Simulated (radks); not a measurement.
Coulomb parameter of the 5d shell of the tungsten ion W2+ in the model configuration [Xe] 4f14 5d2.5 6s1.5, as a second difference U = [E(n + 0.5) + E(n - 0.5) - 2 E(n)] / (0.5)^2 with all orbitals relaxed. "Bare": the charge of the atom changes with n. "Screened": the 6s shell takes up the change at fixed total charge, which measures U(5d,5d) + U(6s,6s) - 2 U(5d,6s). All-electron calculation, scalar-relativistic Kohn-Sham, SCAN, spin-unpolarised, spherical densities, finite nucleus; meta-GGA in the generalised Kohn-Sham scheme; Fermi nuclear charge, rms radius 5.3658 fm. Program: a radial shooting solver on a logarithmic mesh with Libxc functionals.

case                   configuration  E - E(n) (eV)
start          [Xe] 4f14 5d2.5 6s1.5          0.000
bare +0.5        [Xe] 4f14 5d3 6s1.5        -10.168
bare -0.5        [Xe] 4f14 5d2 6s1.5         12.945
screened +0.5      [Xe] 4f14 5d3 6s1         -0.685
screened -0.5      [Xe] 4f14 5d2 6s2          0.902

U(bare) = 11.108 eV, U(screened by 6s) = 0.867 eV, against the Slater integral F0(5d,5d) = 13.722 eV with frozen orbitals.
